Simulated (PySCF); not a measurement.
C2H9NSeSi.
Cartesian coordinates in Å at the PBE0-D3(BJ)/def2-SVP level; atoms count from 1:
```xyz
14
C2H9NSeSi angstrom
C     -2.2033   -0.2989    0.3459
C     -1.4915   -0.1259   -0.9791
Se     0.1969   -1.1262   -1.1166
Si     1.4577    0.2214    0.2266
N      3.0814    0.1999   -0.3259
H     -2.3971   -1.3606    0.5594
H     -1.6068    0.1041    1.1792
H     -3.1688    0.2337    0.3383
H     -1.2697    0.9308   -1.1900
H     -2.0983   -0.5068   -1.8140
H      1.5255   -0.2139    1.6545
H      0.7607    1.5502    0.1711
H      3.3531    0.3844   -1.2827
H      3.8621    0.0027    0.2851
```

Theory: PySCF 2.14.0, PBE0-D3(BJ)/def2-SVP geometry optimisation, gas phase.

Masses are those of the commonest isotopes; rigid-rotor values at the optimised geometry. The values belong to one conformer with, in the numbering `[CH3:1][CH2:2][Se:3][SiH2:4][NH2:5]`, C1–C2–Se3–Si4 -75°, C2–Se3–Si4–N5 -148°, Se3–Si4–N5–H 52° and -128°.

Q: Give the principal moments of inertia and the rotational constants in MHz.

A: Ia = 121.23, Ib = 342.82, Ic = 430.19 u·Å²; 505379 MHz·u·Å²/I gives A = 4169, B = 1474, C = 1175 MHz.

Q: Classify the top.

A: An asymmetric top. Ray's parameter κ = (2B − A − C)/(A − C) = -0.800; −1 is the prolate and +1 the oblate limit.

Q: Is it planar, by Δ = Ic − Ia − Ib?

A: Not planar: Δ = Ic − Ia − Ib = -33.85 u·Å². For a rigid frame Δ = −2 Σ m c², so Σ m c² = 16.93 u·Å² lies off the ab plane: 9.28 from hydrogen and 7.65 from heavier atoms. The atom farthest from that plane is 1.59 Å away.

Q: Which types of transition are allowed, and where do some lines up to J = 4 fall?

A: The dipole components are |μa| = 0.80 D, |μb| = 0.63 D, |μc| = 0.62 D. The squared components, which scale the intensities, stand as 1.00 : 0.62 : 0.61 (a : b : c). Some of the stronger lines:

| type | branch | J(Ka,Kc) | MHz | lower level (cm⁻¹) |
| --- | --- | --- | --- | --- |
| b | R | 2(0,2) ← 1(1,1) | 2580 | 0.178 |
| b | Q | 1(1,0) ← 1(0,1) | 2994 | 0.088 |
| b | R | 1(1,1) ← 0(0,0) | 5344 | 0.000 |
| b | R | 3(0,3) ← 2(1,2) | 5435 | 0.345 |
| a | R | 3(1,3) ← 2(1,2) | 7484 | 0.345 |
| b | Q | 3(2,1) ← 3(1,2) | 7767 | 0.654 |
| c | Q | 2(2,1) ← 2(1,1) | 8084 | 0.375 |
| b | Q | 3(2,2) ← 3(1,3) | 9445 | 0.595 |
| a | R | 4(3,2) ← 3(3,1) | 10640 | 1.385 |
| c | R | 3(1,2) ← 2(0,2) | 11698 | 0.264 |
| b | Q | 3(3,0) ← 3(2,1) | 14120 | 0.914 |
| b | Q | 3(3,1) ← 3(2,2) | 14236 | 0.910 |
| b | R | 3(2,2) ← 2(1,1) | 16031 | 0.375 |
| c | R | 3(2,1) ← 2(1,1) | 16148 | 0.375 |
| b | R | 3(2,1) ← 2(1,2) | 17046 | 0.345 |
| b | R | 4(2,3) ← 3(1,2) | 18228 | 0.654 |
| b | Q | 4(4,0) ← 4(3,1) | 19862 | 1.740 |
| c | R | 4(2,3) ← 3(1,3) | 20023 | 0.595 |
| b | R | 4(2,2) ← 3(1,3) | 20367 | 0.595 |
| b | R | 3(3,1) ← 2(2,0) | 22159 | 0.645 |
| c | R | 3(3,0) ← 2(2,0) | 22160 | 0.645 |
| b | R | 3(3,0) ← 2(2,1) | 22184 | 0.645 |
| b | R | 4(3,2) ← 3(2,1) | 24758 | 0.914 |
| c | R | 4(3,2) ← 3(2,2) | 24875 | 0.910 |
| b | R | 4(3,1) ← 3(2,2) | 24884 | 0.910 |

Q: Estimate the classical rotational partition function at 25 K, 100 K and 500 K.

A: Point group C1, symmetry number σ = 1; q = (√π/σ)·√((kT/h)³/(ABC)), k/h = 20836.6 MHz/K: 7840 at 25 K, 62700 at 100 K, 701000 at 500 K.

Stationary, but not proved a minimum. No vibrational averaging or centrifugal distortion is included, and the geometry carries the error of its method. A rigid rotor knows nothing of internal rotation, which can split or shift real lines. Quadrupole hyperfine structure (14N) is left out.
